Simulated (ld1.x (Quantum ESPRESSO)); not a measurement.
# Transferability test, ultrasoft potential for antimony (Sb)

antimony (Sb), ultrasoft, made with ld1.x (Quantum ESPRESSO) 7.5 (PBE, scalar-relativistic). Core [Kr], reference 4d10 5s2 5p2 (charge +1). Waves: 5s (bound): rcut 1.40, rcutus 1.90 bohr; 5s channel at 2.65 Ry: rcut 1.40, rcutus 1.90 bohr; 5p (bound): rcut 1.60, rcutus 1.90 bohr; 5p channel at -0.25 Ry: rcut 1.60, rcutus 1.90 bohr; 4d (bound): rcut 1.10, rcutus 1.20 bohr; 4d channel at -2.7 Ry: rcut 1.10, rcutus 1.20 bohr. Local part: all-electron potential smoothed inside 0.90 bohr (lloc = -1). Core correction: none. Augmentation charge: PSQ, inside the norm-conserving radii.

Energies are relative to the spin-unpolarised reference configuration 4d10 5s2 5p2; without spin polarisation the order of configurations can differ from experiment.

```tsv
valence configuration	charge	ΔE all-electron (eV)	error AE − PS (meV)
4d10 5s2 5p3	0	-8.317	+2.3
4d10 5s2 5p1	+2	15.968	-2.9
4d10 5s2 5p0	+3	40.381	-0.7
4d9 5s2 5p4	0	22.803	+23
4d10 5s2 5p2.5	+0.5	-5.055	+1.4
4d10 5s0 5p5	0	8.114	+13
4d10 5s1 5p4	0	-0.205	+4.7
```

Note: ghost states, extra bound levels that the all-electron valence spectrum of the same l lacks: s at -678.4 eV, p at -161.4 eV. A true bound ghost makes a file unfit for plane-wave use.
